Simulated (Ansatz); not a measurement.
Computed with Ansatz.

A structure relaxed at PBE0-D4/def2-TZVP, charge 0, multiplicity 1:

```xyz
11

F     1.275   -0.981    0.706
C     0.132   -0.715   -0.083
Si   -1.347   -0.407    1.049
Al    0.525    0.769   -1.336
S     2.456    1.736   -1.118
H    -0.083   -1.624   -0.663
H    -2.538   -0.237    0.172
H    -1.141    0.840    1.832
H    -1.568   -1.539    1.986
H    -0.505    1.255   -2.430
H     2.793    0.903   -0.115
```

Q: Give its formula and SMILES.

A: CH6AlFSSi, `F[CH]([SiH3])[AlH][SH]`.

Q: Summarise the bond lengths by kind.

A: 1 × C–F 1.414 Å; 1 × C–Si 1.888 Å; 1 × Al–C 1.981 Å; 1 × C–H 1.100 Å; 3 × H–Si 1.486 to 1.489 Å; 1 × Al–S 2.172 Å; 1 × Al–H 1.579 Å; 1 × H–S 1.347 Å.
